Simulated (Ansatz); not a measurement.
Input file for Ansatz (an electronic-structure program): U-PBE0/def2-TZVPP on ZrF, 2S+1 = 4, a spin state set in the input, which need not be the lowest. Elements past Kr take the def2 small-core potentials; no spin–orbit coupling.

Ansatz 0.2 input:
```yaml
crystal:
  periodic: [false, false, false]
  atoms:
    - {symbol: Zr, position_ang: [0.00000000, 0.00000000, 0.00000000]}
    - {symbol: F, position_ang: [0.00000000, 0.00000000, 2.20400000]}
basis:
  gaussian:
    orbitals: def2-TZVPP
hamiltonian:
  xc: {name: PBE0}
magnetization: {spin_polarized: true, initial_magnetization: 3}
relax: {f_tol: 0.002, max_steps: 120}
```

It printed:

```
WARN ansatz: RAYON_NUM_THREADS=1 ignored (pool sized by the plan → 1); use --threads N
Functional definition: PBE0
integrals: 0.02 GiB planned
546 factors; their error is unknown
mean field: 0.25 GiB planned
mean field evaluation 1: about -3990.8246 eV, gradient 2.8e1 eV
mean field evaluation 2: about -3951.4850 eV, gradient 1.1e2 eV
mean field evaluation 4: about -3993.6087 eV, gradient 3.5e0 eV
mean field evaluation 8: about -3993.6687 eV, gradient 1.4e-1 eV
mean field evaluation 16: about -3993.7046 eV, gradient 2.0e-4 eV
mean field evaluation 32: about -3993.8216 eV, gradient 8.4e-4 eV
mean field evaluation 64: about -3993.6643 eV, gradient 3.1e0 eV
mean field -3993.82159794 eV, -146.7702366147 hartree, gradient 7.8e-6 eV, S^2 3.753183; 9 other end points of the search recorded, 0 dependent functions left out
the calculation of the forces begins
reference -3993.82163294 eV, -146.7702379009 hartree; 12, 9 occupied and 75, 78 virtual orbitals, 546 factors
relax step   1: F+E_penalty+E_count = -3993.82159794 eV  Δ(F+E_penalty+E_count) = +0.000e0 eV  max|allowed force component| = 3.481e0 eV/Å  Δτ_max = 0.0000 Å  (215 SCF iters, accepted)
these checks for a lower state are left out or cut short: starts, cluster_reference, orbital_swaps, neighbouring_geometries, increment
integrals: 0.02 GiB planned
546 factors; their error is unknown
mean field: 0.26 GiB planned
mean field -3994.47003094 eV, -146.7940660880 hartree, gradient 8.1e-7 eV, S^2 3.753049; 0 other end points of the search recorded, 0 dependent functions left out
the calculation of the forces begins
reference -3994.47006443 eV, -146.7940673188 hartree; 12, 9 occupied and 75, 78 virtual orbitals, 546 factors
relax step   2: F+E_penalty+E_count = -3994.47003094 eV  Δ(F+E_penalty+E_count) = -6.484e-1 eV  max|allowed force component| = 1.984e0 eV/Å  Δτ_max = 0.1946 Å  (107 SCF iters, accepted)
these checks for a lower state are left out or cut short: starts, cluster_reference, orbital_swaps, neighbouring_geometries, increment
integrals: 0.02 GiB planned
546 factors; their error is unknown
mean field: 0.25 GiB planned
mean field -3994.53509495 eV, -146.7964571463 hartree, gradient 8.7e-6 eV, S^2 3.753014; 0 other end points of the search recorded, 0 dependent functions left out
the calculation of the forces begins
reference -3994.53512904 eV, -146.7964583992 hartree; 12, 9 occupied and 75, 78 virtual orbitals, 546 factors
relax step   3: F+E_penalty+E_count = -3994.53509495 eV  Δ(F+E_penalty+E_count) = -6.506e-2 eV  max|allowed force component| = 2.724e-1 eV/Å  Δτ_max = 0.0418 Å  (72 SCF iters, accepted)
these checks for a lower state are left out or cut short: starts, cluster_reference, orbital_swaps, neighbouring_geometries, increment
integrals: 0.02 GiB planned
546 factors; their error is unknown
mean field: 0.25 GiB planned
mean field evaluation 96: about -3994.5368 eV, gradient 7.0e-4 eV
mean field -3994.53676241 eV, -146.7965184242 hartree, gradient 9.9e-6 eV, S^2 3.753017; 0 other end points of the search recorded, 0 dependent functions left out
the calculation of the forces begins
reference -3994.53679644 eV, -146.7965196749 hartree; 12, 9 occupied and 75, 78 virtual orbitals, 546 factors
relax step   4: F+E_penalty+E_count = -3994.53676241 eV  Δ(F+E_penalty+E_count) = -1.667e-3 eV  max|allowed force component| = 9.603e-3 eV/Å  Δτ_max = 0.0059 Å  (59 SCF iters, accepted)
these checks for a lower state are left out or cut short: starts, cluster_reference, orbital_swaps, neighbouring_geometries, increment
integrals: 0.02 GiB planned
546 factors; their error is unknown
mean field: 0.25 GiB planned
mean field -3994.53676440 eV, -146.7965184975 hartree, gradient 5.6e-6 eV, S^2 3.753017; 0 other end points of the search recorded, 0 dependent functions left out
the calculation of the forces begins
reference -3994.53679843 eV, -146.7965197481 hartree; 12, 9 occupied and 75, 78 virtual orbitals, 546 factors
relax step   5: F+E_penalty+E_count = -3994.53676440 eV  Δ(F+E_penalty+E_count) = -1.994e-6 eV  max|allowed force component| = 9.273e-5 eV/Å  Δτ_max = 0.0002 Å  (46 SCF iters, accepted)
integrals: 0.02 GiB planned
546 factors; their error is unknown
mean field: 0.25 GiB planned
mean field evaluation 128: about -3994.5198 eV, gradient 2.4e-5 eV
mean field -3994.53676440 eV, -146.7965184975 hartree, gradient 5.6e-6 eV, S^2 3.753017; 8 other end points of the search recorded, 0 dependent functions left out
the calculation of the forces begins
reference -3994.53679843 eV, -146.7965197481 hartree; 12, 9 occupied and 75, 78 virtual orbitals, 546 factors
Total energy: -3994.53679843 eV, -146.7965197481 hartree
Atom 0 at    -0.000000    -0.000000     0.158911 Å, force     0.000000     0.000000    -0.000093 eV/Å
Atom 1 at     0.000000     0.000000     2.045089 Å, force    -0.000000    -0.000000     0.000093 eV/Å
Dipole moment:     0.000000     0.000000    -0.612864 e Å
```

Self-consistency was reached.

Cost: very roughly 29 core-seconds.
